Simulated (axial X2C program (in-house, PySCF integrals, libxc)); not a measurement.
**ReF⁺: cheaper levels and CCSD(T), two-component**

Calculated with an in-house relativistic program for diatomic molecules. Two-component (2c) means X2C with spin–orbit coupling and atomic mean-field two-electron Coulomb and Gaunt terms. Basis: Re dyall-cv3z [13s14p9d7f4g], F dyall-av3z [7s6p3d2f] (cores contracted in-house); Gaussian nuclei, density fitting, unrestricted open shells. Masses: Re 186.956 u, F 18.998 u.

State: Ω = 5/2 (⟨Sz⟩ = 2.47, ⟨Lz⟩ = 0.03 at HF); fragments Re+ + F.

```
level  Re (Å)  ωe (cm⁻¹)  De (eV)
 PBE0   1.805      757.2     3.85
   HF   1.827      729.9     1.45
 CCSD   1.823      734.1     3.45
 TPSS   1.815      744.3     4.32
```

Correlated methods: 13 electrons correlated (number of frozen shells: Re 5 s, 4 p, 2 d, 1 f; F 1 s), 313 virtual spin orbitals or spinors in MP2, 90 natural virtuals in coupled cluster.

CCSD(T), same Hamiltonian and basis:

Re = 1.826 Å, ωe = 730.6 cm⁻¹, De = 3.63 eV; T1 = 0.020 (Lee–Taylor normalisation).

Problem. Give the differences from CCSD(T) in the columns below.

Solution. 

```json
{"level": "PBE0", "ΔRe (Å)": "-0.021", "Δωe (cm⁻¹)": "27", "ΔDe (eV)": "0.22"}
{"level": "HF", "ΔRe (Å)": "0.001", "Δωe (cm⁻¹)": "-1", "ΔDe (eV)": "-2.18"}
{"level": "CCSD", "ΔRe (Å)": "-0.003", "Δωe (cm⁻¹)": "4", "ΔDe (eV)": "-0.18"}
{"level": "TPSS", "ΔRe (Å)": "-0.011", "Δωe (cm⁻¹)": "14", "ΔDe (eV)": "0.69"}
```

Occupations by symmetry block were frozen at the best pattern of an incomplete PBE0 search. De is counted from the lowest determinant-based energies of the atoms at the same level, without counterpoise correction. Density functionals use the spin component along the axis (collinear). Coupled cluster ran in a truncated set of natural virtual spinors; the MP2 energy of the rest was added. (T) has no such correction and the atoms are truncated less, which lowers De at CCSD(T) by a hundredth of an eV or more. The 2c atoms are single determinants rather than J levels; their spin–orbit lowering is only partly caught, and De is too large by that part. This holds for PBE0, TPSS. Without a current term, density functionals place determinants with orbital angular momentum somewhat too high. With several unpaired electrons one determinant need not be a pure state. This is the top spin component of a Σ state; components of lower Ω are not single determinants and can lie lower. The determinant is spin-polarised beyond a pure state at some levels (its spin-free form has ⟨S²⟩ too high), which makes Re and μ there less reliable.
